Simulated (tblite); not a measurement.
Species: C₆H₉BFN.
Atom-mapped SMILES: `[CH2:1]=[C:2]([BH:3][NH2:4])[C@@H:5]([F:6])[C:7]#[C:8][CH3:9]` (hydrogens: H10, H11 on C1; H12 on B3; H13, H14 on N4; H15 on C5; H16, H17, H18 on C9)

Cartesian coordinates in Å at the GFN2-xTB level; atoms count from 1:
```xyz
18
C6H9BFN angstrom
C      1.3436   -0.4814   -2.0602
C      1.1003    0.1488   -0.9140
B      2.0848    0.0913    0.3062
N      1.6995    0.5479    1.5517
C     -0.1772    0.9529   -0.7636
F     -0.8516    1.0959   -1.9722
C     -1.0641    0.3253    0.2052
C     -1.8214   -0.2237    0.9559
C     -2.7113   -0.8742    1.8905
H      0.6669   -0.4510   -2.9002
H      2.2444   -1.0559   -2.1932
H      3.1666   -0.3362    0.1685
H      2.2944    0.5229    2.3623
H      0.7750    0.8916    1.7568
H      0.0603    1.9804   -0.4435
H     -2.9466   -1.8783    1.5390
H     -2.2366   -0.9447    2.8691
H     -3.6358   -0.3054    1.9848
```

Computed values, GFN2-xTB/tblite, gas phase, harmonic and unscaled. Against measured fundamentals such values can be off by several per cent, at times by over 20. Modes of hydrogen on boron can be 10 to 20 % off. One conformer, not necessarily the lowest. The optimisation stopped once no atom felt more than 0.01 eV/Å.

Lowest wavenumbers of the output (negative numbers stand for imaginary wavenumbers):
```
mode    cm-1
  1     -22.5
  2      44.0
  3      73.4
  4      75.0
  5     141.6
  6     175.8
  7     244.1
  8     282.6
```

Q: Is this structure a minimum?

A: Not by this Hessian. 1 mode is imaginary beyond 20i (22i cm⁻¹), so at this level the point lies at or near a first-order saddle. The curvature is small, so loose convergence or finite differences may be the whole cause.

Q: Which atoms move in the imaginary mode?

A: 22i: H17 (methyl hydrogen) 34 %, H18 (methyl hydrogen) 33 %, H16 (methyl hydrogen) 32 %. These are shares of the mass-weighted motion.

Q: What is the remedy?

A: Step along that mode in both directions, optimise again with tighter thresholds and repeat the frequencies. The zero-point energy of this point (85.8 kcal/mol) counts the 47 real modes alone, and thermal corrections from it aren't those of a minimum.
